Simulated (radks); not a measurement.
Question: Species: the dysprosium ion Dy+. Configuration: [Xe] 4f10 6s1. All-electron calculation, Dirac Kohn-Sham, PBE, spin-unpolarised, spherical densities, point nucleus; open shells fill j = l - 1/2 first. Program: a radial shooting solver on a logarithmic mesh with Libxc functionals.

Spin-orbit splittings of the eigenvalues, e(l+1/2) - e(l-1/2), with zeta = 2 splitting/(2l+1) and mean radii in bohr:

shell  occ.  splitting (eV)  zeta (eV)  <r> j=l-1/2  <r> j=l+1/2
2p        6           800.3      533.5      0.07438      0.08143
3p        6           166.2      110.8       0.2238       0.2371
3d       10           36.29      14.52       0.2096       0.2138
4p        6           37.12      24.75       0.5405       0.5710
4d       10           6.719      2.688       0.6037       0.6146
4f       10          0.8757     0.2502       0.8665       0.8870
5p        6           4.684      3.123        1.471        1.577
5d        0               ?          ?        2.752        2.838
6p        0          0.3822     0.2548        4.651        4.909

Estimate the 5d splitting.

Answer: 0.2625 eV (zeta = 0.1050 eV).
